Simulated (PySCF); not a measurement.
## Nb²⁺ (niobium, charge +2): BP86 calculation

Configuration: [Kr] 4d3, high-spin 4F determinant. Computed with PySCF 2.14 in x2c-TZVPall, with the spin-free X2C one-electron Hamiltonian (Gaussian nucleus).

```json
{
  "Total energy": "-3819.00 hartree",
  "One-electron energy": "-5244.03 hartree",
  "Hartree (Coulomb) energy": "1544.90 hartree",
  "Exchange-correlation energy": "-119.88 hartree",
  "⟨S²⟩": "3.7507",
  "⟨L²⟩": "12.004",
  "Sum of ⟨r⟩": "24.68 bohr",
  "Sum of ⟨r²⟩": "30.84 bohr²",
  "Langevin diamagnetic susceptibility": "-24.4 ×10⁻⁶ cm³/mol",
  "Time after the integrals": "1.3 s of wall time on 1 thread of Neoverse-V2 (shared host)"
}
```

```tsv
shell	electrons	mean orbital energy (eV)	spread (eV)	rms radius, mean of both spins (bohr)
1s β	1	-18805.1	0	0.0415
1s α	1	-18805.1	0	0.0415
2s α	1	-2646.9	0	0.171
2s β	1	-2646.6	0	0.171
2p α	3	-2366.2	0	0.152
2p β	3	-2366.0	0	0.152
3s α	1	-456.30	0	0.474
3s β	1	-456.14	0	0.474
3p α	3	-364.52	0	0.481
3p β	3	-364.34	0	0.481
3d α	5	-214.18	0.028	0.475
3d β	5	-213.91	0.203	0.475
4s α	1	-76.491	0	1.23
4s β	1	-74.871	0	1.23
4p α	3	-52.598	0	1.38
4p β	3	-50.770	0	1.38
4d α	3	-20.239	0	2.01
```

Densities and radii are taken from the X2C orbitals without a picture-change correction, which distorts them close to the nucleus.
